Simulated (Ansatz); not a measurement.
HfSe₂. Charge 0, multiplicity 5. Geometry PBE-D4/def2-TZVP; atoms count from 1.

```xyz
3

Hf    0.555    0.517    0.019
Se   -1.792    1.344    0.600
Se    1.237   -1.861   -0.620
```

In the def2 sets Hf takes a core potential; there is no spin–orbit coupling. At PBE0-D4/def2-TZVP a singlet of charge 0 lies 3.06 eV below the quintet, each at its own geometry. The structure comes from a short search, and lower isomers may exist.

Estimate the Mulliken populations from the PBE0/def2-TZVP orbitals of Ansatz.


| atom | charge (e) | spin (α − β) | d electrons |
| --- | --- | --- | --- |
| Hf1 | 0.61 | 2.10 | 2.20 |
| Se2 | -0.30 | 0.95 | – |
| Se3 | -0.30 | 0.95 | – |
Mulliken values and Mayer orders depend strongly on the basis.

Where does the spin sit?

Summed by element: Hf 2.10, Se 1.90, of 4 unpaired in all. Largest on single atoms: Hf1 2.10, Se2 0.95, Se3 0.95.

And the Mayer bond orders between bonded heavy atoms (over 0.3)?

Hf1–Se2 1.16 (2.56 Å); Hf1–Se3 1.16 (2.56 Å).
